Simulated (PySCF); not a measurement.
LDA on N²⁺ (nitrogen, charge +2)

Configuration: [He] 2s1 2p1 3d1, one real determinant (an excited configuration). Calculation: PySCF 2.14, in aug-cc-pV5Z; no relativity, point nucleus.

```json
{
  "Total energy": "-51.0233 hartree",
  "One-electron energy": "-62.1941 hartree",
  "Hartree (Coulomb) energy": "16.2818 hartree",
  "Exchange-correlation energy": "-5.1110 hartree",
  "Kinetic energy": "50.83478 hartree",
  "⟨S²⟩": "3.7500",
  "⟨L²⟩": "8.002",
  "Sum of ⟨r⟩": "5.659 bohr",
  "Sum of ⟨r²⟩": "13.60 bohr²",
  "Traceless quadrupole moment −½Σ⟨3z² − r²⟩ along its main axis": "2.54 e·bohr²",
  "Density at the nucleus (Gaussians lack the cusp)": "199 bohr⁻³",
  "Spin density at the nucleus": "7.18 bohr⁻³",
  "Langevin diamagnetic susceptibility": "-10.8 ×10⁻⁶ cm³/mol"
}
```

```csv
shell,electrons,mean orbital energy (hartree),"rms radius, mean of both spins (bohr)"
1s α,1,-16.02166,0.268
1s β,1,-15.94081,0.268
2s α,1,-2.17557,1.22
2p α,1,-1.78933,1.15
3d α,1,-0.45709,3.26
```

⟨L²⟩ = 8.00 against 12 for a pure F term, so this real determinant mixes terms. The outer electron is Rydberg-like, and this basis confines it to a smaller radius and binds it less than a complete one would.
